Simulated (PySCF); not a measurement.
C4H10O2, charge -1, doublet, at the geometry of the source list (a state made from the parent by changing its charge; the spin is typed, not shown lowest) (in this run its highest filled SCF level lies above zero, so its values depend strongly on the basis, on diffuse functions most of all); PySCF with HF/STO-3G.

Input for PySCF:
```python
from pyscf import gto, scf

mol = gto.M(
    atom='''
C     2.54090000    0.44440000   -0.00820000
O     1.37100000   -0.18980000    0.43580000
C     0.22760000    0.17020000   -0.31120000
C    -0.97310000   -0.56690000    0.29040000
C    -2.25710000   -0.24300000   -0.46130000
O    -1.14140000   -0.19520000    1.63950000
H     2.45520000    1.53540000    0.06930000
H     3.34660000    0.09480000    0.63380000
H     2.76200000    0.18360000   -1.05040000
H     0.06420000    1.25710000   -0.25040000
H     0.35690000   -0.10640000   -1.36760000
H    -0.76740000   -1.64900000    0.23140000
H    -2.45540000    0.82340000   -0.40320000
H    -2.17160000   -0.53950000   -1.50240000
H    -3.08510000   -0.77370000   -0.00230000
H    -0.27340000   -0.24560000    2.05670000
''',
    basis='sto-3g',
    charge=-1,
    spin=1,
    verbose=4,
)

mf = scf.UHF(mol)
mf.conv_tol = 1e-4
mf.kernel()
```

Write the output that PySCF gives for this input, abridged.


```
PySCF version 2.14.0

[INPUT] verbose = 4
[INPUT] num. atoms = 16
[INPUT] num. electrons = 51
[INPUT] charge = -1
[INPUT] spin (= nelec alpha-beta = 2S) = 1
[INPUT] symmetry False subgroup None
[INPUT] Mole.unit = angstrom
[INPUT] Symbol           X                Y                Z      unit          X                Y                Z       unit  Magmom
[INPUT]  1 C      2.540900000000   0.444400000000  -0.008200000000 AA    4.801605109907   0.839794289757  -0.015495754221 Bohr   0.0
[INPUT]  2 O      1.371000000000  -0.189800000000   0.435800000000 AA    2.590814516779  -0.358670018442   0.823542645085 Bohr   0.0
[INPUT]  3 C      0.227600000000   0.170200000000  -0.311200000000 AA    0.430101665951   0.321631386401  -0.588082769965 Bohr   0.0
[INPUT]  4 C     -0.973100000000  -0.566900000000   0.290400000000 AA   -1.838892491814  -1.071285740016   0.548776466574 Bohr   0.0
[INPUT]  5 C     -2.257100000000  -0.243000000000  -0.461300000000 AA   -4.265300835756  -0.459203448269  -0.871730661262 Bohr   0.0
[INPUT]  6 O     -1.141400000000  -0.195200000000   1.639500000000 AA   -2.156933398579  -0.368874539515   3.098205981224 Bohr   0.0
[INPUT]  7 H      2.455200000000   1.535400000000   0.069300000000 AA    4.639655581032   2.901485491657   0.130958020432 Bohr   0.0
[INPUT]  8 H      3.346600000000   0.094800000000   0.633800000000 AA    6.324157448469   0.179146036609   1.197708417749 Bohr   0.0
[INPUT]  9 H      2.762000000000   0.183600000000  -1.050400000000 AA    5.219423556049   0.346953716470  -1.984968321243 Bohr   0.0
[INPUT] 10 H      0.064200000000   1.257100000000  -0.250400000000 AA    0.121320417197   2.375574711191  -0.473187421591 Bohr   0.0
[INPUT] 11 H      0.356900000000  -0.106400000000  -1.367600000000 AA    0.674443253857  -0.201066859654  -2.584389447955 Bohr   0.0
[INPUT] 12 H     -0.767400000000  -1.649000000000   0.231400000000 AA   -1.450175827991  -3.116158379408   0.437282625224 Bohr   0.0
[INPUT] 13 H     -2.455400000000   0.823400000000  -0.403200000000 AA   -4.640033526257   1.556000490967  -0.761937573425 Bohr   0.0
[INPUT] 14 H     -2.171600000000  -0.539500000000  -1.502400000000 AA   -4.103729252105  -1.019507244203  -2.839124529547 Bohr   0.0
[INPUT] 15 H     -3.085100000000  -0.773700000000  -0.002300000000 AA   -5.829994066896  -1.462081102576  -0.004346370086 Bohr   0.0
[INPUT] 16 H     -0.273400000000  -0.245600000000   2.056700000000 AA   -0.516651122456  -0.464116736193   3.886599720393 Bohr   0.0

nuclear repulsion = 261.337094716312
number of shells = 28
number of NR pGTOs = 120
number of NR cGTOs = 40
basis = sto-3g
ecp = {}

******** <class 'pyscf.scf.uhf.UHF'> ********
method = UHF
initial guess = minao
damping factor = 0
level_shift factor = 0
DIIS = <class 'pyscf.scf.diis.CDIIS'>
diis_start_cycle = 1
diis_space = 8
diis_damp = 0
SCF conv_tol = 0.0001
SCF conv_tol_grad = None
SCF max_cycles = 50
direct_scf = True
direct_scf_tol = 1e-13
number electrons alpha = 26  beta = 25
Set gradient conv threshold to 0.01
init E= -304.128143882604

cycle= 1 E= -302.447861858892  delta_E= 1.68  |g|= 0.475  |ddm|= 3.77
cycle= 2 E= -302.619228147965  delta_E= -0.171  |g|= 0.12  |ddm|= 0.994
cycle= 3 E= -302.631130945375  delta_E= -0.0119  |g|= 0.0394  |ddm|= 0.266
cycle= 4 E= -302.634548674312  delta_E= -0.00342  |g|= 0.023  |ddm|= 0.212
cycle= 5 E= -302.636871746126  delta_E= -0.00232  |g|= 0.0195  |ddm|= 0.216
cycle= 6 E= -302.639609499407  delta_E= -0.00274  |g|= 0.0132  |ddm|= 0.317
cycle= 7 E= -302.64098342505  delta_E= -0.00137  |g|= 0.00978  |ddm|= 0.235
cycle= 8 E= -302.641639739189  delta_E= -0.000656  |g|= 0.00403  |ddm|= 0.212
cycle= 9 E= -302.641710037132  delta_E= -7.03e-05  |g|= 0.00347  |ddm|= 0.0509
Extra cycle  E= -302.641728716014  delta_E= -1.87e-05  |g|= 0.00178  |ddm|= 0.0126
converged SCF energy = -302.641728716014  <S^2> = 0.76616777  2S+1 = 2.0161029
```
